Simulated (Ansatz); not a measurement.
System: ZnF, charge 1, multiplicity 1. SMILES: [F][Zn+]
Geometry: optimised at B3LYP-D3(BJ)/def2-TZVP (Ansatz, a first-principles code).

Computed values are from Ansatz. Correlated levels leave the core frozen unless marked. Open shells are spin-unrestricted. Spin-orbit coupling is left out. The frozen core is the preceding noble-gas configuration, with the filled d and f shells of earlier blocks. Non-relativistic. CBS(X,Y): correlation extrapolated as X^-3; Hartree-Fock from the larger set.

```
Property                                                                                                             Value
-------------------------------------------------------------------  -----------------------------------------------------
vertical ionisation energy (to the doublet)                               20.11 eV at CCSD(T)/CBS(def2-TZVPPD,def2-QZVPPD)
vertical electron affinity (to the doublet; negative means unbound)        9.24 eV at CCSD(T)/CBS(def2-TZVPPD,def2-QZVPPD)
total energy                                                         -1877.8124 Eh at CCSD(T)/CBS(def2-TZVPPD,def2-QZVPPD)
T1 diagnostic                                                                                    0.023 at CCSD/def2-QZVPPD
```
